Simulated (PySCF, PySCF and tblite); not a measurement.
One step of a conformer study of C₅H₅NO, numbered as in [O:1]=[CH:2][c:3]1[cH:4][cH:5][cH:6][nH:7]1: PBE0/def2-TZVP single-point energy, gas phase in PySCF 2.14.0, density-fitted response routines; conformer with 0°.

Torsions listed: O1–C2–C3–N7.

Input:

```
{"job": {"xc": "PBE0", "basis": "def2-TZVP", "kind": "sp"}, "charge": 0, "multiplicity": 1}
O      2.580084    -1.071445     0.612620
C      2.045160    -0.178510    -0.012314
C      0.613344     0.034487    -0.024194
C     -0.190637     0.968446    -0.672486
C     -1.525635     0.685088    -0.318874
C     -1.497759    -0.411934     0.534466
N     -0.209858    -0.786488     0.698639
H      2.635180     0.543271    -0.627525
H      0.164722     1.761701    -1.327889
H     -2.418813     1.214230    -0.644166
H     -2.312395    -0.939332     1.026832
H      0.151530    -1.550944     1.256730
```

Launched as:

```sh
OMP_NUM_THREADS=1 python ens_run.py task.json out
```

Output (atoms count from 0 there):

```
coarse grid: 10680 points
cycle   1  E = -323.1402752066  dE =  1.398e+00  |g| = 8.009e-01  |ddm| = 2.906e+00
cycle   2  E = -322.6822380716  dE =  4.580e-01  |g| = 1.704e+00  |ddm| = 5.214e+00
cycle   3  E = -323.2662055199  dE = -5.840e-01  |g| = 1.726e-01  |ddm| = 4.436e+00
cycle   4  E = -323.2714290641  dE = -5.224e-03  |g| = 1.006e-01  |ddm| = 2.412e-01
cycle   5  E = -323.2736963981  dE = -2.267e-03  |g| = 3.195e-02  |ddm| = 1.095e-01
cycle   6  E = -323.2739266014  dE = -2.302e-04  |g| = 8.459e-03  |ddm| = 2.955e-02
cycle   7  E = -323.2739420482  dE = -1.545e-05  |g| = 2.600e-03  |ddm| = 1.041e-02
cycle   8  E = -323.2739434943  dE = -1.446e-06  |g| = 6.727e-04  |ddm| = 4.218e-03
final grid: 105104 points
cycle   9  E = -323.2582650221  dE = -3.741e-05  |g| = 1.094e-02  |ddm| = 7.760e-02
cycle  10  E = -323.2582001347  dE =  6.489e-05  |g| = 2.122e-02  |ddm| = 2.843e-02
cycle  11  E = -323.2582882173  dE = -8.808e-05  |g| = 2.191e-03  |ddm| = 2.420e-02
cycle  12  E = -323.2582891419  dE = -9.246e-07  |g| = 4.375e-04  |ddm| = 3.040e-03
cycle  13  E = -323.2582891755  dE = -3.356e-08  |g| = 2.170e-04  |ddm| = 4.279e-04
cycle  14  E = -323.2582891859  dE = -1.044e-08  |g| = 4.250e-05  |ddm| = 1.805e-04
cycle  15  E = -323.2582891863  dE = -3.665e-10  |g| = 1.955e-05  |ddm| = 5.353e-05
converged SCF energy = -323.2582891863
```

It took 13 s on 1 thread of Arm Neoverse V1, on a host shared with other jobs (rough), peak memory 0.89 GiB, launched as `OMP_NUM_THREADS=1 python ens_run.py task.json out`.
